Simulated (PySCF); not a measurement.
Unrelated species, one level of theory. Computed, not measured: TDDFT CAM-B3LYP/def2-SVPD, vertical, gas phase, core orbitals frozen in the response (PySCF 2.14.0, density-fitted response routines). Geometries: GFN2-xTB; one conformer of each isolated species. Triplets are in the Tamm–Dancoff approximation.

**Question.** Rank by computed lowest singlet excitation energy, lowest first.
A. `C[SiH2]Cl`
B. `N#CC1=CC=CC1`
C. `[SiH4]`
D. `C=CC1=CSC=C1`

**Answer.** B (4.70 eV), D (5.39 eV), A (7.86 eV), C (9.40 eV).

```csv
SMILES,S1 (eV),α (au),HOMO (eV),f (S1),LUMO (eV),S1 mainly
N#CC1=CC=CC1,4.70,72.4,-8.29,0.218,-0.82,H→L (97%)
C=Cc1ccsc1,5.39,90.0,-7.65,0.309,0.26,H→L (76%)
C[SiH2]Cl,7.86,52.6,-10.12,0.012,1.10,H→L+1 (80%)
[SiH4],9.40,30.5,-11.34,0.148,1.13,H-2/H-1/H→L (98%)
```

H and L stand for HOMO and LUMO. A slash joins orbitals within 0.01 eV of each other, whose weights are summed (≥ marks a lower bound).

- `N#CC1=CC=CC1`: Löwdin shares by element: HOMO carbon 71% or more (atoms not listed hold the other 29%); LUMO carbon 64% or more (atoms not listed hold the other 36%).
- `C=Cc1ccsc1`: Löwdin shares by element: HOMO carbon 53% or more, sulfur 16% (atoms not listed hold the other 31%); LUMO carbon 54% or more, sulfur 16% (atoms not listed hold the other 30%).
- `C[SiH2]Cl`: Löwdin shares by element: HOMO chlorine 50%, carbon 21%, silicon 16%; LUMO silicon 37%, carbon 18%, hydrogen 18% or more (atoms not listed hold the other 27%).
- `[SiH4]`: Löwdin shares by element: HOMO (one of a set within 0.03 eV) hydrogen 45% or more, silicon 44%; LUMO silicon 71%, hydrogen 22% or more.
